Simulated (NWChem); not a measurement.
System: CrN2H2ClF; SMILES [NH]=[Cr](=[NH])([F])[Cl]

Parts of the log:

```
             Northwest Computational Chemistry Package (NWChem) 7.3.0
             --------------------------------------------------------

 CS  symmetry detected

                             Geometry "geometry" -> ""
                             -------------------------

 Output coordinates in angstroms (scale by  1.889725989 to convert to a.u.)

  No.       Tag          Charge          X              Y              Z
 ---- ---------------- ---------- -------------- -------------- --------------
    1 Cr                  24.0000    -0.02099552    -0.33285355     0.00000000
    2 N                    7.0000    -0.87153168    -0.70318593    -1.27444400
    3 H                    1.0000    -1.77791678    -0.98282835    -1.66010100
    4 N                    7.0000    -0.87153168    -0.70318593     1.27444400
    5 H                    1.0000    -1.77791678    -0.98282835     1.66010100
    6 F                    9.0000     1.43893756    -1.21928825     0.00000000
    7 Cl                  17.0000     0.19474891     1.81013760     0.00000000

 Effective nuclear repulsion energy (a.u.)     408.7609781207

      Symmetry information
      --------------------

 Group name             Cs
 Group number              2
 Group order               2
 No. of unique centers     5

                                 NWChem DFT Module
                                 -----------------

 Summary of "ao basis" -> "ao basis" (spherical)
 ------------------------------------------------------------------------------
       Tag                 Description            Shells   Functions and Types
 ---------------- ------------------------------  ------  ---------------------
 Cr                          6-31g*                 12       34   5s4p2d1f
 N                           6-31g*                  6       14   3s2p1d
 H                           6-31g*                  2        2   2s
 F                           6-31g*                  6       14   3s2p1d
 Cl                          6-31g*                  8       18   4s3p1d

      Symmetry analysis of basis
      --------------------------

        a'         62
        a"         36

            General Information
            -------------------
          SCF calculation type: DFT
          Wavefunction type:  closed shell.
          No. of atoms     :     7
          No. of electrons :    66
           Alpha electrons :    33
            Beta electrons :    33
          Charge           :     0
          Spin multiplicity:     1
          Use of symmetry is: on ; symmetry adaption is: on
          Maximum number of iterations: 150
          AO basis - number of functions:    98
                     number of shells:    42
          Convergence on energy requested:  1.00D-06
          Convergence on density requested:  1.00D-05
          Convergence on gradient requested:  5.00D-04

              XC Information
              --------------
                         B3LYP Method XC Potential
                     Hartree-Fock (Exact) Exchange  0.200
                        Slater Exchange Functional  0.800 local
                    Becke 1988 Exchange Functional  0.720 non-local
              Lee-Yang-Parr Correlation Functional  0.810
                  VWN I RPA Correlation Functional  0.190 local

             Grid Information
             ----------------
          Grid used for XC integration:  medium
          Radial quadrature: Mura-Knowles
          Angular quadrature: Lebedev.
          Tag              B.-S. Rad. Rad. Pts. Rad. Cut. Ang. Pts.
          ---              ---------- --------- --------- ---------
          Cr                  1.40      112           8.0       590
          N                   0.65       49           9.0       434
          H                   0.35       45          10.0       434
          F                   0.50       49          10.0       434
          Cl                  1.00       88          10.0       590
          Grid pruning is: on
          Number of quadrature shells:   343
          Spatial weights used:  Erf1

      Superposition of Atomic Density Guess
      -------------------------------------

 Sum of atomic energies:       -1711.47891458

      Non-variational initial energy
      ------------------------------

 Total energy =   -1711.905340
 1-e energy   =   -3171.274258
 2-e energy   =    1050.607941
 HOMO         =      -0.353533
 LUMO         =      -0.037905

      Symmetry analysis of molecular orbitals - initial
      -------------------------------------------------

  Numbering of irreducible representations:

     1 a'          2 a"

  Orbital symmetries:

     1 a'          2 a'          3 a'          4 a'          5 a"
     6 a'          7 a'          8 a'          9 a"         10 a'
    11 a'         12 a"         13 a'         14 a'         15 a"
    16 a'         17 a'         18 a'         19 a'         20 a"
    21 a'         22 a'         23 a"         24 a'         25 a'
    26 a"         27 a'         28 a"         29 a'         30 a'
    31 a'         32 a"         33 a"         34 a'         35 a"
    36 a'         37 a'         38 a'         39 a"         40 a'
    41 a"         42 a'         43 a"

     ---------------------------------------------
      Total Density - Mulliken Population Analysis
     ---------------------------------------------

    Atom       Charge   Shell Charges
 -----------   ------   -------------------------------------------------------
    1 Cr  24    20.77   2.00  2.00  6.00  2.00  5.99  0.21  0.29  0.05  0.07  0.91  1.22  0.04
    2 N    7     8.42   2.00  0.88  2.76  0.91  1.86  0.02
    3 H    1     0.56   0.40  0.16
    4 N    7     8.42   2.00  0.88  2.76  0.91  1.86  0.02
    5 H    1     0.56   0.40  0.16
    6 F    9     9.72   2.00  0.96  3.52  1.02  2.21  0.01
    7 Cl  17    17.55   2.00  2.00  5.98  1.38  3.80  0.55  1.82  0.01

   convergence    iter        energy       DeltaE   RMS-Dens  Diis-err
 ---------------- ----- ----------------- --------- --------- ---------
 d= 0,ls=0.0,diis     1  -1714.0150736119 -2.12D+03  5.52D-02  9.97D+00
 d= 0,ls=0.0,diis     2  -1696.5106180058  1.75D+01  4.19D-02  1.44D+02
 d= 0,ls=0.0,diis     3  -1712.2654600905 -1.58D+01  1.62D-02  4.14D+01
 d= 0,ls=0.0,diis     4  -1711.7699049706  4.96D-01  6.43D-03  4.69D+01
 d= 0,ls=0.0,diis     5  -1712.2948759369 -5.25D-01  2.64D-03  4.09D+01
 d= 0,ls=0.0,diis     6  -1712.2163710880  7.85D-02  7.17D-04  4.20D+01
  Resetting Diis
 d= 0,ls=0.0,diis     7  -1712.1979218415  1.84D-02  7.46D-03  4.22D+01
 d= 0,ls=0.0,diis     8  -1714.0523440802 -1.85D+00  4.36D-02  1.61D+01
 d= 0,ls=0.0,diis     9  -1709.8405436304  4.21D+00  4.41D-02  3.72D+01
 d= 0,ls=0.0,diis    10  -1713.6880993372 -3.85D+00  4.28D-03  2.02D+01
 d= 0,ls=0.0,diis    11  -1713.4301131820  2.58D-01  4.01D-03  2.26D+01
 d= 0,ls=0.0,diis    12  -1713.9566721172 -5.27D-01  1.21D-02  1.59D+01
 d= 0,ls=0.0,diis    13  -1713.7589683150  1.98D-01  8.38D-03  1.86D+01
 d= 0,ls=0.0,diis    14  -1714.4010251033 -6.42D-01  4.28D-03  1.08D+01
 d= 0,ls=0.0,diis    15  -1714.7492677102 -3.48D-01  4.40D-03  5.83D+00
 d= 0,ls=0.0,diis    16  -1715.0180434484 -2.69D-01  4.39D-03  2.00D+00
 d= 0,ls=0.0,diis    17  -1715.1667527777 -1.49D-01  7.37D-04  1.16D-02
 d= 0,ls=0.0,diis    18  -1715.1676552681 -9.02D-04  2.14D-04  2.56D-03
 d= 0,ls=0.0,diis    19  -1715.1678739414 -2.19D-04  6.29D-05  1.91D-04
 d= 0,ls=0.0,diis    20  -1715.1678885621 -1.46D-05  2.11D-05  2.21D-05
 d= 0,ls=0.0,diis    21  -1715.1678905535 -1.99D-06  4.08D-06  1.71D-07
 d= 0,ls=0.0,diis    22  -1715.1678905804 -2.69D-08  1.14D-06  3.80D-08

         Total DFT energy =    -1715.167890580378
      One electron energy =    -3173.965563973305
           Coulomb energy =     1151.785732334916
    Exchange-Corr. energy =     -101.749037062642
 Nuclear repulsion energy =      408.760978120653

 Numeric. integr. density =       65.999990062540

                  Occupations of the irreducible representations
                  ----------------------------------------------

                     irrep           alpha         beta
                     --------     --------     --------
                     a'               23.0         23.0
                     a"               10.0         10.0

                       DFT Final Molecular Orbital Analysis
                       ------------------------------------

 Vector   31  Occ=2.000000D+00  E=-3.218045D-01  Symmetry=a"
              MO Center= -1.5D-01, -4.9D-01, -1.3D-13, r^2= 3.3D+00
   Bfn.  Coefficient  Atom+Function         Bfn.  Coefficient  Atom+Function
  ----- ------------  ---------------      ----- ------------  ---------------
    71      0.299739  6 F  pz                21      0.242207  1 Cr d  1
    37      0.241788  2 N  px                53     -0.241788  4 N  px
    89     -0.242478  7 Cl pz                75      0.216920  6 F  pz
    39     -0.210771  2 N  pz                55     -0.210771  4 N  pz
    41      0.179314  2 N  px                57     -0.179314  4 N  px

 Vector   32  Occ=2.000000D+00  E=-3.094198D-01  Symmetry=a'
              MO Center=  1.0D-02,  9.2D-01, -6.0D-14, r^2= 3.3D+00
   Bfn.  Coefficient  Atom+Function         Bfn.  Coefficient  Atom+Function
  ----- ------------  ---------------      ----- ------------  ---------------
    87      0.579500  7 Cl px                91      0.315849  7 Cl px
    83     -0.226348  7 Cl px                38      0.204555  2 N  py
    54      0.204555  4 N  py                70     -0.159735  6 F  py
    88     -0.158257  7 Cl py                42      0.153067  2 N  py
    58      0.153067  4 N  py                74     -0.121549  6 F  py

 Vector   33  Occ=2.000000D+00  E=-2.929282D-01  Symmetry=a"
              MO Center= -1.6D-01,  9.0D-01, -6.9D-14, r^2= 3.2D+00
   Bfn.  Coefficient  Atom+Function         Bfn.  Coefficient  Atom+Function
  ----- ------------  ---------------      ----- ------------  ---------------
    89      0.591447  7 Cl pz                93      0.326619  7 Cl pz
    85     -0.230380  7 Cl pz                39     -0.172954  2 N  pz
    55     -0.172954  4 N  pz                38      0.171936  2 N  py
    54     -0.171936  4 N  py                19     -0.149157  1 Cr d -1
    42      0.129752  2 N  py                58     -0.129752  4 N  py

 Vector   34  Occ=0.000000D+00  E=-1.301346D-01  Symmetry=a'
              MO Center= -1.2D-01, -3.3D-01, -1.0D-14, r^2= 1.8D+00
   Bfn.  Coefficient  Atom+Function         Bfn.  Coefficient  Atom+Function
  ----- ------------  ---------------      ----- ------------  ---------------
    18      0.449130  1 Cr d -2              22      0.381893  1 Cr d  2
    23      0.266840  1 Cr d -2              27      0.220938  1 Cr d  2
    39     -0.203155  2 N  pz                55      0.203155  4 N  pz
    20     -0.186783  1 Cr d  0              87     -0.183873  7 Cl px
    43     -0.182516  2 N  pz                59      0.182516  4 N  pz

 Vector   35  Occ=0.000000D+00  E=-1.122716D-01  Symmetry=a"
              MO Center= -3.9D-01, -5.0D-01, -2.9D-13, r^2= 1.8D+00
   Bfn.  Coefficient  Atom+Function         Bfn.  Coefficient  Atom+Function
  ----- ------------  ---------------      ----- ------------  ---------------
    19      0.563351  1 Cr d -1              24      0.326853  1 Cr d -1
    38      0.299351  2 N  py                54     -0.299351  4 N  py
    42      0.276354  2 N  py                58     -0.276354  4 N  py
    21      0.197328  1 Cr d  1              26      0.115717  1 Cr d  1
    37     -0.091448  2 N  px                53      0.091448  4 N  px

 Vector   36  Occ=0.000000D+00  E=-1.048646D-01  Symmetry=a'
              MO Center= -3.1D-01, -1.6D-01,  1.8D-13, r^2= 2.6D+00
   Bfn.  Coefficient  Atom+Function         Bfn.  Coefficient  Atom+Function
  ----- ------------  ---------------      ----- ------------  ---------------
    20      0.527165  1 Cr d  0              25      0.299450  1 Cr d  0
    22      0.291983  1 Cr d  2              88     -0.266805  7 Cl py
    50      0.263712  3 H  s                 66      0.263712  5 H  s
    10      0.214242  1 Cr s                 11      0.214229  1 Cr px
    92     -0.201877  7 Cl py                40     -0.194870  2 N  s

     ---------------------------------------------
      Total Density - Mulliken Population Analysis
     ---------------------------------------------

    Atom       Charge   Shell Charges
 -----------   ------   -------------------------------------------------------
    1 Cr  24    22.91   2.00  2.00  6.00  2.01  6.01  0.15  0.54 -0.01  0.07  2.31  1.79  0.04
    2 N    7     7.60   2.00  0.83  2.34  0.96  1.45  0.02
    3 H    1     0.64   0.49  0.15
    4 N    7     7.60   2.00  0.83  2.34  0.96  1.45  0.02
    5 H    1     0.64   0.49  0.15
    6 F    9     9.37   2.00  0.93  3.28  1.05  2.10  0.01
    7 Cl  17    17.23   2.00  2.00  5.97  1.42  3.62  0.53  1.69  0.01

     -------------------------------------------
      Total Density - Lowdin Population Analysis
     -------------------------------------------

    Atom       Charge   Shell Charges
 -----------   ------   -------------------------------------------------------
    1 Cr  24    23.73   2.00  2.00  5.99  1.86  5.83  0.32  0.91  0.12  0.25  2.15  2.20  0.09
    2 N    7     7.26   1.99  0.77  2.20  0.62  1.62  0.06
    3 H    1     0.72   0.45  0.27
    4 N    7     7.26   1.99  0.77  2.20  0.62  1.62  0.06
    5 H    1     0.72   0.45  0.27
    6 F    9     9.21   1.99  0.94  3.17  0.87  2.22  0.02
    7 Cl  17    17.10   2.00  2.00  5.91  1.17  3.36  0.63  2.02  0.01

     Multipole analysis of the density
     ---------------------------------

     L   x y z        total         alpha         beta         nuclear
     -   - - -        -----         -----         ----         -------
     0   0 0 0     -0.000000    -33.000000    -33.000000     66.000000

     1   1 0 0     -1.639659     -0.819830     -0.819830     -0.000000
     1   0 1 0     -0.822935     -0.411468     -0.411468      0.000000
     1   0 0 1      0.000000      0.000000      0.000000      0.000000

     2   2 0 0    -28.758971    -79.098122    -79.098122    129.437273
     2   1 1 0      4.038563     -2.346242     -2.346242      8.731047
     2   1 0 1      0.000000      0.000000      0.000000     -0.000000
     2   0 2 0    -35.429204   -161.620687   -161.620687    287.812170
     2   0 1 1     -0.000000     -0.000000     -0.000000      0.000000
     2   0 0 2    -31.398462    -66.141900    -66.141900    100.885337
```

Level: B3LYP/6-31G* (spherical d). Geometry: optimised at PBE0/def2-SVP.

**Question.** Reconstruct the input file.

**Answer.** Several could match; the one computed here: the input that was run:
```
start job
memory heap 200 mb stack 900 mb global 1100 mb
geometry units angstroms noautoz
  Cr     0.057704    -0.309998     0.000000
  N     -0.767775    -0.733250    -1.274444
  H     -1.654713    -1.069516    -1.660101
  N     -0.767775    -0.733250     1.274444
  H     -1.654713    -1.069516     1.660101
  F      1.570651    -1.102565     0.000000
  Cl     0.137825     1.842335     0.000000
end
basis spherical
  Cr library 6-31g*
  N library 6-31g*
  H library 6-31g*
  F library 6-31g*
  Cl library 6-31g*
end
dft
  xc b3lyp
  iterations 150
  mulliken
end
task dft energy
```
